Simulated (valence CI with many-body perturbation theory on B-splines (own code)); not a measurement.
Results of a calculation; reference values are marked as such.
Hyperfine factors and g values of Ho²⁸⁺

Level of theory: configuration interaction combined with many-body perturbation theory (CI+MBPT): three valence electrons over a frozen Dirac-Fock core [Kr], radial functions for each j: 7 s, 7 p, 8 d, 6 f, 4 g, 1 h, with the one-electron correlation potential Σ1, the two-electron term Σ2, the three-electron term Σ3, Breit, model QED; selected CI, second order for the rest, scaled by the run's own slope (own B-spline code, finite nucleus).

The last digits are not significant, and no measured levels were compared; by estimate large intervals hold to a few tenths of a per cent, small ones and those within an open d or f shell to about a per cent. The list stops below the first excitations out of the core.

A/g_I is the dipole constant over the nuclear g factor μ/I (μ in nuclear magnetons, uniformly magnetised nucleus), B/Q the quadrupole constant per barn. Both hold the static response of the core; the bare values leave it out. Large factors of s and p1/2 electrons are usually good to 5 to 10 %; those of open d and f shells near neutrality can be off by tens of per cent, and small factors of p3/2, d and f electrons come from cancelling terms and can be off by a factor of two or in sign, in half-filled shells by more. B is blank for J = 1/2, where it vanishes, and for nearly pure S terms. Energies count from the lowest level.

Levels are named by their leading jj configuration (3d3/2^4 stands for four electrons in 3d with j = 3/2), which in mixed levels can hold well under half, so a name can repeat and another be missing. Letters in brackets count levels of one name in rising energy.

| Level | E (cm⁻¹) | g | A/g_I (MHz) | A/g_I bare | B/Q (MHz/b) | B/Q bare |
| --- | --- | --- | --- | --- | --- | --- |
| (4d3/2^3) J=3/2 | 0 | 0.633 | 17300 | 16400 | -8940 | -8600 |
| (4d3/2^2 4d5/2) J=5/2 [a] | 62600 | 1.047 | 9520 | 9400 | -4990 | -4810 |
| (4d3/2^2 4d5/2) J=3/2 | 81169 | 1.251 | 7310 | 7530 | -3390 | -3250 |
| (4d3/2^2 4d5/2) J=7/2 | 86483 | 1.086 | 9820 | 9750 | 1760 | 1670 |
| (4d3/2^2 4d5/2) J=9/2 | 91308 | 1.076 | 10400 | 10300 | 10100 | 9670 |
| (4d3/2^2 4d5/2) J=1/2 | 93285 | 1.926 | -8680 | -7180 |  |  |
| (4d3/2^2 4d5/2) J=5/2 [b] | 139790 | 1.404 | 4350 | 4850 | 13400 | 12800 |
| (4d3/2 4d5/2^2) J=7/2 [a] | 151630 | 1.066 | 8360 | 8280 | 1050 | 1000 |
| (4d3/2 4d5/2^2) J=9/2 | 160750 | 1.137 | 8040 | 8070 | 4350 | 4140 |
| (4d3/2 4d5/2^2) J=3/2 [a] | 173400 | 1.147 | 8800 | 8840 | -10500 | -10100 |
| (4d3/2 4d5/2^2) J=1/2 | 180440 | 1.405 | -2810 | -2220 |  |  |
| (4d3/2 4d5/2^2) J=11/2 | 186930 | 1.088 | 9120 | 9060 | 22400 | 21500 |
| (4d3/2 4d5/2^2) J=5/2 [a] | 191350 | 1.166 | 4490 | 4610 | 15300 | 14700 |
| (4d3/2 4d5/2^2) J=5/2 [b] | 203210 | 1.099 | 9340 | 9300 | -4320 | -4140 |
| (4d3/2 4d5/2^2) J=7/2 [b] | 210300 | 1.109 | 9230 | 9210 | 4840 | 4670 |
| (4d3/2 4d5/2^2) J=3/2 [b] | 246900 | 1.075 | 11600 | 11500 | 8340 | 8000 |
| (4d5/2^3) J=9/2 | 246930 | 1.133 | 6790 | 6830 | 3460 | 3320 |
| (4d5/2^3) J=3/2 | 290320 | 0.945 | 10600 | 10300 | 6710 | 6430 |
| (4d5/2^3) J=5/2 | 312550 | 1.156 | 6730 | 6810 | 3500 | 3360 |
